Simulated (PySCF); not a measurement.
## Magnetic susceptibility: `C(OCC=O)=C1CCC1`, C₇H₁₀O₂

Geometry:
```
atom   x (Å)   y (Å)   z (Å)
  O1   4.913   0.144   0.028
  C2   3.758  -0.042   0.280
  C3   2.614   0.280  -0.646
  O4   1.401  -0.028  -0.012
  C5   0.268   0.225  -0.753
  C6  -0.946   0.024  -0.272
  C7  -2.318   0.213  -0.858
  C8  -2.912  -0.274   0.478
  C9  -1.491  -0.465   1.040
 H10   3.420  -0.480   1.236
 H11   2.741  -0.301  -1.574
 H12   2.668   1.347  -0.917
 H13   0.425   0.597  -1.759
 H14  -2.561   1.241  -1.123
 H15  -2.535  -0.425  -1.715
 H16  -3.492  -1.191   0.399
 H17  -3.503   0.473   1.003
 H18  -1.241   0.165   1.893
 H19  -1.221  -1.493   1.281
```

Computed with GIAO B3LYP/pcSseg-1 magnetisability, rotational g tensor and spin-rotation constants, non-relativistic, gas phase in PySCF. Geometry: GFN2-xTB.

Question: How diamagnetic is it, and how anisotropic?

Answer: Isotropic -1110 × 10⁻³⁰ J/T², or -66.8 × 10⁻⁶ cm³/mol; principal values -1162, -1113, -1054 × 10⁻³⁰ J/T², anisotropy 94 × 10⁻³⁰ J/T² (root of half the summed squared differences of the principal values). The susceptibility is in cgs units.

Question: Split it along the inertial axes a, b, c into diamagnetic and paramagnetic parts about the centre of mass, with the quadrupole moment.

Answer: 
| axis | χ (10⁻⁶ cm³/mol) | diamagnetic (10⁻⁶ cm³/mol) | paramagnetic (10⁻⁶ cm³/mol) | summed x² of all electrons (Å²) | quadrupole Θ (D Å) |
| --- | --- | --- | --- | --- | --- |
| a | -64.4 | -294.3 | 229.9 | 496.9 | -15.14 |
| b | -66.2 | -2182.4 | 2116.1 | 51.9 | +8.77 |
| c | -69.9 | -2328.3 | 2258.5 | 17.5 | +6.38 |

Anisotropies 2χaa − χbb − χcc = +7.3 and 2χbb − χaa − χcc = +1.8 × 10⁻⁶ cm³/mol. Θ is traceless in Buckingham's convention.

Question: And the rotational g tensor?

Answer: 
```tsv
axis	rotational constant (GHz)	g	nuclear part	electronic part
a	7.3511	-0.1003	0.6938	-0.7941
b	0.5655	-0.0110	0.5512	-0.5622
c	0.5321	-0.0091	0.5556	-0.5646
```
Asymmetric top; isotopes 12C, 1H, 16O; no vibrational averaging.
